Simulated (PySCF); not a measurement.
These are PySCF with ωB97X-D3(BJ)/def2-TZVP // PBE0-D3(BJ)/def2-TZVP values and carry that method's errors. Gas-phase values, no solvent. One relaxed conformer stands for a flexible species; it need not be the lowest. Excitations are Tamm–Dancoff values on a coarser integration grid. The basis has no diffuse functions, so Rydberg states are missing or too high.

Reference species (SMILES): `CO[SiH3]` (neutral, multiplicity 1).

S1 excitation (TDA): 7.44 eV
HOMO–LUMO gap: 12.99 eV

Changed species: `O[SiH2]C` (C–Si–O–H torsion 69°).

Problem. What does the change do to the S1 excitation (TDA) and HOMO–LUMO gap?

Solution. the S1 excitation (TDA) increases by 0.28 eV, to 7.72 eV; the HOMO–LUMO gap goes up by 0.36 eV, to 13.35 eV.
